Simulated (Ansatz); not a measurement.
Basis sets compared for Si4⁺. Total charge 1; doublet. Geometry r2SCAN-D4/def2-TZVP. Ansatz on 4 threads of Arm Neoverse N1 on a shared host; times are rough, and most runs start from earlier orbitals.

| atom | x (Å) | y (Å) | z (Å) |
| --- | --- | --- | --- |
| Si1 | -0.814 | 0.157 | -1.028 |
| Si2 | 1.325 | -0.637 | -1.146 |
| Si3 | 0.814 | -0.157 | 1.029 |
| Si4 | -1.326 | 0.637 | 1.145 |

The structure comes from a short search, and lower isomers may exist.

```json
{"level": "PBE-D4/def2-SVP", "functions": "72", "energy (Eh)": "-1156.6728", "HOMO (eV)": "-10.94", "LUMO (eV)": "-10.03", "wall time": "1.4 s"}
{"level": "PBE0-D4/def2-SVP", "functions": "72", "energy (Eh)": "-1156.7554", "HOMO (eV)": "-11.99", "LUMO (eV)": "-9.42", "wall time": "1.8 s"}
```

Problem. Estimate the rows for PBE-D4/def2-TZVP, PBE0-D4/def2-TZVP.

Solution. 
```
            level  functions  energy (Eh)  HOMO (eV)  LUMO (eV)  wall time
 PBE-D4/def2-TZVP        148   -1157.0781     -10.76      -9.87      2.9 s
PBE0-D4/def2-TZVP        148   -1157.1593     -11.80      -9.22      4.7 s
```
